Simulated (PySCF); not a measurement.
# Bonding in `C/N=C/C(=C\[S-])C(=O)O`

Compound: C5H6NO2S (charge -1).
Atom-mapped SMILES: `[CH3:1]/[N:2]=[CH:3]/[C:4](=[CH:5]\[S-:6])[C:7](=[O:8])[OH:9]` (hydrogens: H10, H11, H12 on C1; H13 on C3; H14 on C5; H15 on O9)

Cartesian coordinates in Å at the GFN2-xTB level; atoms count from 1:
```
atom  x, y, z in Å
C1     2.240   -1.371   -0.160
N2     0.864   -1.020   -0.008
C3     0.561    0.211    0.092
C4    -0.757    0.746    0.252
C5    -0.943    2.123    0.352
S6     0.214    3.314    0.308
C7    -1.941   -0.069    0.318
O8    -3.091    0.338    0.449
O9    -1.735   -1.410    0.223
H10    2.921   -0.501   -0.184
H11    2.533   -2.026    0.666
H12    2.362   -1.938   -1.089
H13    1.341    0.991    0.061
H14   -1.971    2.456    0.475
H15   -2.603   -1.838    0.280
```

Bond orders from the PBE0/pcSseg-1 density (PySCF). Isolated species at its GFN2-xTB geometry (one conformer only). The pcSseg-1 basis has no diffuse functions, a weakness for an anion.

**Question.** How far do the computed orders between heavy atoms stray from the drawn ones?

**Answer.** The largest departure is 0.582, at C4–C5 (drawn double, 1.418). Drawn single, order above 1.12: C3–C4 (1.153), C5–S6 (1.518) and C7–O9 (1.126). Drawn double or triple, more than 0.30 short of the drawn order: C4–C5 (1.418). The SMILES, with its formal charges, is one Lewis structure only.

**Question.** Give the Mayer order of every bond, beside its length.

**Answer.** 
```
  bond  drawn as  length (Å)  Mayer order
 C1–N2    single       1.428        1.032
 N2–C3    double       1.272        1.839
 C3–C4    single       1.431        1.153
 C4–C5    double       1.393        1.418
 C5–S6    single       1.661        1.518
 C4–C7    single       1.439        1.075
 C7–O8    double       1.227        1.834
 C7–O9    single       1.361        1.126
C1–H10    single       1.105        0.941
C1–H11    single       1.095        0.965
C1–H12    single       1.095        0.965
C3–H13    single       1.103        0.894
C5–H14    single       1.088        0.913
O9–H15    single       0.969        0.944
```

By pair of heavy elements: C–N: lowest C1–N2 (1.032, 1.428 Å), highest N2–C3 (1.839, 1.272 Å). C–C: lowest C4–C7 (1.075, 1.439 Å), highest C4–C5 (1.418, 1.393 Å). C–O: lowest C7–O9 (1.126, 1.361 Å), highest C7–O8 (1.834, 1.227 Å).

**Question.** Sum the orders of all bonds at each heavy atom with more than one neighbour and set the sums beside the valence in the SMILES.

**Answer.** C1 3.903 (drawn 4), N2 2.871 (drawn 3), C3 3.886 (drawn 4), C4 3.646 (drawn 4), C5 3.849 (drawn 4), C7 4.035 (drawn 4), O9 2.070 (drawn 2). Orders between atoms that aren't bonded are not in these sums.

The Mayer order sums products of elements of PS (density times overlap matrix) between the two atoms' basis functions, so it depends on the basis set.
